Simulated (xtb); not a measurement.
C2H7FSi2, SMILES [SiH2](F)/C=C\[SiH3]. All values are semi-empirical tight-binding results from xtb (GFN2-xTB unless named), good for trends rather than for accurate numbers. The structure is a stationary point at GFN2-xTB. The structure was generated by enumeration; whether it is a known compound was not checked. The values are those of a single conformer.

Optimised geometry:

Bonds (Å): F1–Si2 1.614, Si2–C3 1.878, Si2–H6 1.457, Si2–H7 1.458, C3–C4 1.333, C3–H8 1.087, C4–Si5 1.886, C4–H9 1.087, Si5–H10 1.463, Si5–H11 1.468, Si5–H12 1.464. Bond angles (°): F1–Si2–C3 109.6, F1–Si2–H6 104.4, F1–Si2–H7 104.0, C3–Si2–H6 113.5, C3–Si2–H7 110.7, H6–Si2–H7 113.9, Si2–C3–C4 127.1, Si2–C3–H8 114.9, C4–C3–H8 118.0, C3–C4–Si5 127.0, C3–C4–H9 117.6, Si5–C4–H9 115.3, C4–Si5–H10 110.5, C4–Si5–H11 106.7, C4–Si5–H12 109.5, H10–Si5–H11 109.5, H10–Si5–H12 111.2, H11–Si5–H12 109.5.
Charge 0, spin multiplicity 1.

* **orbital gap**: 3.60 eV
* **dipole moment**: 1.77 D
* **zero-point energy**: 46.5 kcal/mol
* **G − E(el) at 298.15 K (modified RRHO)**: 25.9 kcal/mol
* **static polarisability (D4 model)**: 84.6 bohr³
* **solvation energy, GFN2-xTB/ALPB(water)**: 0.7 kcal/mol
* **solvation energy, GFN2-xTB/ALPB(octanol)**: -2.6 kcal/mol

Computed atomic charges and the Wiberg bond orders between heavy atoms:
charges (e) F1 -0.29, Si2 0.53, C3 -0.14, C4 -0.13, Si5 0.45, H6 -0.08, H7 -0.08, H8 0.02, H9 0.02, H10 -0.10, H11 -0.11, H12 -0.09. Bond orders F1–Si2 1.08, Si2–C3 0.92, C3–C4 1.96, C4–Si5 0.91.
